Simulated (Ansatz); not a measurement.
Relaxation of AlH$_{10}$OPSi$_{3}$ (16 atoms, charge 0, multiplicity 1), to a largest force component of 0.015 eV/Å in at most 40 steps.

These are results of RKS PBE0-D4/STO-3G in Ansatz 0.2.0, not measurements.

```xyz
16
Properties=species:S:1:pos:R:3:forces:R:3
O 2.228 -0.920 1.668 -0.50 0.03 -0.33
Si 0.854 -0.678 0.578 0.34 1.65 0.00
Si -1.099 -0.777 1.693 1.28 0.59 1.84
P 0.973 -2.256 -0.953 -2.87 -1.24 0.38
Al 0.993 1.412 -0.509 -0.23 0.53 -0.37
Si 2.854 1.881 -1.870 -1.38 -0.22 0.35
H 2.119 -0.128 2.306 0.03 -0.16 -0.04
H -1.141 -2.076 2.349 -0.47 0.29 -0.06
H -1.086 0.300 2.766 -0.30 -1.22 -1.19
H -2.180 -0.589 0.793 -0.65 0.03 -0.21
H -0.438 -1.948 -1.427 2.32 -0.50 0.75
H 0.453 -3.284 -0.014 0.67 1.15 -1.30
H -0.169 2.480 -0.415 1.02 -1.03 0.01
H 2.421 2.099 -3.274 0.55 0.04 0.85
H 3.554 3.045 -1.332 0.04 -0.28 -0.48
H 3.736 0.729 -1.843 0.15 0.33 -0.18
```

Problem. Where does it end, and by what steps?

Solution. The forces met the threshold. Limits of this set-up: minimal basis. After 38 steps the energy has fallen by 0.672 eV; H13 moved furthest, 2.32 Å.

| step | energy less start (eV) | largest force component (eV/Å) | accepted |
| --- | --- | --- | --- |
| 0 | 0.0000 | 2.872 | yes |
| 2 | -0.5728 | 0.859 | yes |
| 4 | -0.6193 | 0.354 | yes |
| 6 | -0.6256 | 0.036 | yes |
| 8 | -0.6270 | 0.058 | yes |
| 10 | -0.6283 | 0.073 | yes |
| 12 | -0.6295 | 0.114 | yes |
| 14 | -0.6316 | 0.144 | yes |
| 16 | -0.6355 | 0.190 | yes |
| 18 | -0.6383 | 0.243 | yes |
| 20 | -0.6444 | 0.080 | yes |
| 22 | -0.6511 | 0.222 | yes |
| 24 | -0.6575 | 0.238 | yes |
| 26 | -0.6581 | 0.174 | yes |
| 28 | -0.6650 | 0.059 | yes |
| 30 | -0.6668 | 0.067 | yes |
| 32 | -0.6691 | 0.070 | yes |
| 34 | -0.6706 | 0.055 | yes |
| 36 | -0.6706 | 0.084 | no |
| 38 | -0.6716 | 0.014 | yes |

```xyz
16
Properties=species:S:1:pos:R:3
O 2.315 -1.340 0.940
Si 0.801 -0.898 0.195
Si -0.726 -0.424 1.805
P 0.250 -2.789 -0.842
Al 0.975 0.842 -1.304
Si 2.785 2.249 -1.314
H 2.626 -0.477 1.381
H -0.933 -1.516 2.727
H -0.343 0.731 2.588
H -2.009 -0.114 1.214
H -1.076 -2.372 -1.062
H -0.115 -3.463 0.337
H -0.160 1.072 -2.264
H 2.939 3.015 -2.530
H 2.703 3.218 -0.242
H 4.039 1.558 -1.112
```

Whether the end is a true minimum wasn't checked by a vibrational analysis.

Time of the run: 2.8 min on 1 thread of Intel(R) Xeon(R) Platinum 8375C CPU @ 2.90GHz (Ice Lake) (shared host), peak memory 0.19 GiB.
